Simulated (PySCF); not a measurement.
C2H8BNO, SMILES COB(C)N. Atoms are numbered in the order given.

```xyz
13

B      0.0477     0.4821     0.0000
C     -0.6778     1.8908     0.0000
H     -1.3389     1.9837    -0.8872
H     -1.3389     1.9837     0.8872
H      0.0168     2.7545     0.0000
O     -0.7688    -0.6382     0.0000
C     -0.2282    -1.9381     0.0000
H      0.3988    -2.1356    -0.9017
H     -1.0602    -2.6713     0.0000
H      0.3988    -2.1356     0.9017
N      1.4618     0.3631     0.0000
H      1.9687    -0.5209     0.0000
H      2.0704     1.1792     0.0000
```

The structure is a stationary point at PBE-D3(BJ)/def2-SVP. Other conformers were not sampled.

These are PBE-D3(BJ)/def2-SVP (PySCF) values and carry that method's errors.

Harmonic, unscaled wavenumbers; measured fundamentals usually lie a few per cent lower.

**Question.** List the normal modes with their intensities. (Estimate from the structure and the level; the computed values follow.)

**Answer.** 
```json
[
 {"mode": "1", "ν (cm⁻¹)": "61", "IR (km/mol)": "2.3", "moving atoms (share of kinetic energy)": "H 94 %"},
 {"mode": "2", "ν (cm⁻¹)": "137", "IR (km/mol)": "0.3", "moving atoms (share of kinetic energy)": "H 93 %"},
 {"mode": "3", "ν (cm⁻¹)": "152", "IR (km/mol)": "3.1", "moving atoms (share of kinetic energy)": "O 34 %, H 34 %, C 27 %"},
 {"mode": "4", "ν (cm⁻¹)": "233", "IR (km/mol)": "1.0", "moving atoms (share of kinetic energy)": "C 34 %, H 32 %, N 21 %"},
 {"mode": "5", "ν (cm⁻¹)": "317", "IR (km/mol)": "0.1", "moving atoms (share of kinetic energy)": "H 38 %, C 25 %, N 22 %, O 10 %"},
 {"mode": "6", "ν (cm⁻¹)": "392", "IR (km/mol)": "144.9", "moving atoms (share of kinetic energy)": "H 84 %, N 15 %"},
 {"mode": "7", "ν (cm⁻¹)": "453", "IR (km/mol)": "9.4", "moving atoms (share of kinetic energy)": "H 55 %, B 33 %"},
 {"mode": "8", "ν (cm⁻¹)": "462", "IR (km/mol)": "3.2", "moving atoms (share of kinetic energy)": "C 31 %, H 31 %, O 25 %"},
 {"mode": "9", "ν (cm⁻¹)": "573", "IR (km/mol)": "1.4", "moving atoms (share of kinetic energy)": "H 75 %, B 17 %"},
 {"mode": "10", "ν (cm⁻¹)": "739", "IR (km/mol)": "4.7", "moving atoms (share of kinetic energy)": "C 31 %, H 27 %, N 22 %, O 18 %"},
 {"mode": "11", "ν (cm⁻¹)": "819", "IR (km/mol)": "1.5", "moving atoms (share of kinetic energy)": "H 66 %, C 23 %, N 10 %"},
 {"mode": "12", "ν (cm⁻¹)": "843", "IR (km/mol)": "5.8", "moving atoms (share of kinetic energy)": "H 57 %, N 19 %, O 15 %"},
 {"mode": "13", "ν (cm⁻¹)": "866", "IR (km/mol)": "16.4", "moving atoms (share of kinetic energy)": "H 51 %, B 28 %, C 19 %"},
 {"mode": "14", "ν (cm⁻¹)": "1085", "IR (km/mol)": "24.4", "moving atoms (share of kinetic energy)": "C 36 %, O 35 %, H 18 %, B 9 %"},
 {"mode": "15", "ν (cm⁻¹)": "1134", "IR (km/mol)": "0.3", "moving atoms (share of kinetic energy)": "H 75 %, C 19 %"},
 {"mode": "16", "ν (cm⁻¹)": "1164", "IR (km/mol)": "1.6", "moving atoms (share of kinetic energy)": "H 68 %, C 20 %"},
 {"mode": "17", "ν (cm⁻¹)": "1227", "IR (km/mol)": "40.7", "moving atoms (share of kinetic energy)": "H 60 %, B 18 %, C 10 %, O 9 %"},
 {"mode": "18", "ν (cm⁻¹)": "1327", "IR (km/mol)": "168.6", "moving atoms (share of kinetic energy)": "B 41 %, H 35 %, C 18 %"},
 {"mode": "19", "ν (cm⁻¹)": "1336", "IR (km/mol)": "306.4", "moving atoms (share of kinetic energy)": "H 37 %, B 37 %, O 13 %, C 11 %"},
 {"mode": "20", "ν (cm⁻¹)": "1386", "IR (km/mol)": "2.7", "moving atoms (share of kinetic energy)": "H 96 %"},
 {"mode": "21", "ν (cm⁻¹)": "1400", "IR (km/mol)": "1.1", "moving atoms (share of kinetic energy)": "H 90 %"},
 {"mode": "22", "ν (cm⁻¹)": "1422", "IR (km/mol)": "4.5", "moving atoms (share of kinetic energy)": "H 97 %"},
 {"mode": "23", "ν (cm⁻¹)": "1425", "IR (km/mol)": "9.7", "moving atoms (share of kinetic energy)": "H 96 %"},
 {"mode": "24", "ν (cm⁻¹)": "1450", "IR (km/mol)": "42.7", "moving atoms (share of kinetic energy)": "H 70 %, B 17 %"},
 {"mode": "25", "ν (cm⁻¹)": "1547", "IR (km/mol)": "186.7", "moving atoms (share of kinetic energy)": "H 66 %, N 20 %, B 13 %"},
 {"mode": "26", "ν (cm⁻¹)": "2905", "IR (km/mol)": "67.5", "moving atoms (share of kinetic energy)": "H 97 %"},
 {"mode": "27", "ν (cm⁻¹)": "2970", "IR (km/mol)": "51.0", "moving atoms (share of kinetic energy)": "H 90 %, C 10 %"},
 {"mode": "28", "ν (cm⁻¹)": "2973", "IR (km/mol)": "4.8", "moving atoms (share of kinetic energy)": "H 97 %"},
 {"mode": "29", "ν (cm⁻¹)": "3040", "IR (km/mol)": "28.4", "moving atoms (share of kinetic energy)": "H 91 %, C 9 %"},
 {"mode": "30", "ν (cm⁻¹)": "3054", "IR (km/mol)": "8.4", "moving atoms (share of kinetic energy)": "H 91 %, C 9 %"},
 {"mode": "31", "ν (cm⁻¹)": "3069", "IR (km/mol)": "20.8", "moving atoms (share of kinetic energy)": "H 91 %, C 9 %"},
 {"mode": "32", "ν (cm⁻¹)": "3532", "IR (km/mol)": "19.3", "moving atoms (share of kinetic energy)": "H 96 %"},
 {"mode": "33", "ν (cm⁻¹)": "3634", "IR (km/mol)": "19.6", "moving atoms (share of kinetic energy)": "H 91 %, N 9 %"}
]
```
